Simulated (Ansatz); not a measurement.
Geometry optimisation, RKS PBE-D4/def2-SVP in Ansatz 0.2.0.

input.yaml

```yaml
crystal:
  periodic: [false, false, false]
  atoms:
    - { symbol: C, position_ang: [-0.06065, 1.83578, -1.26773] }
    - { symbol: C, position_ang: [0.18924, 0.7473, -0.61128] }
    - { symbol: "N", position_ang: [0.50789, -0.26491, -0.04178] }
    - { symbol: Si, position_ang: [-0.00815, -1.48641, 1.05241] }
    - { symbol: H, position_ang: [-0.47987, 1.80285, -2.25521] }
    - { symbol: H, position_ang: [0.14446, 2.80021, -0.84273] }
    - { symbol: H, position_ang: [0.10635, -2.71136, 0.26618] }
    - { symbol: H, position_ang: [-1.37067, -1.32159, 1.56812] }
    - { symbol: H, position_ang: [0.97141, -1.40188, 2.13201] }
basis:
  gaussian: { orbitals: def2-SVP }
hamiltonian:
  xc: pbe
  dispersion: d4
relax:
  f_tol: 0.02
  max_steps: 40
```

Command:

```bash
$ ansatz run input.yaml --threads 1 --pin off --max-ram 2048MiB --backend cpu --events-out ev --progress --plain --runs-dir out
```

Question: Where does it end, and by what steps?

Answer: The run converged. After 8 steps the energy has fallen by 0.167 eV; H8 moved furthest, 0.17 Å.

```json
{"step": "0", "energy less start (eV)": "0.0000", "largest force component (eV/Å)": "1.064", "accepted": "yes"}
{"step": "1", "energy less start (eV)": "-0.1491", "largest force component (eV/Å)": "0.250", "accepted": "yes"}
{"step": "2", "energy less start (eV)": "-0.0560", "largest force component (eV/Å)": "1.044", "accepted": "no"}
{"step": "3", "energy less start (eV)": "-0.1540", "largest force component (eV/Å)": "0.270", "accepted": "yes"}
{"step": "4", "energy less start (eV)": "-0.1641", "largest force component (eV/Å)": "0.052", "accepted": "yes"}
{"step": "5", "energy less start (eV)": "-0.1642", "largest force component (eV/Å)": "0.084", "accepted": "yes"}
{"step": "6", "energy less start (eV)": "-0.1657", "largest force component (eV/Å)": "0.068", "accepted": "yes"}
{"step": "7", "energy less start (eV)": "-0.1669", "largest force component (eV/Å)": "0.043", "accepted": "yes"}
{"step": "8", "energy less start (eV)": "-0.1673", "largest force component (eV/Å)": "0.018", "accepted": "yes"}
```

```xyz
9
Properties=species:S:1:pos:R:3
C -0.097 1.854 -1.265
C 0.266 0.741 -0.642
N 0.663 -0.283 -0.098
Si 0.026 -1.477 1.031
H -0.573 1.806 -2.255
H 0.080 2.834 -0.800
H 0.076 -2.805 0.337
H -1.384 -1.181 1.473
H 0.942 -1.491 2.218
```

Whether the end is a true minimum wasn't checked by a vibrational analysis.

Run time: 36 s on 1 thread of Arm Neoverse N1, with other jobs on the host, peak memory 0.12 GiB.
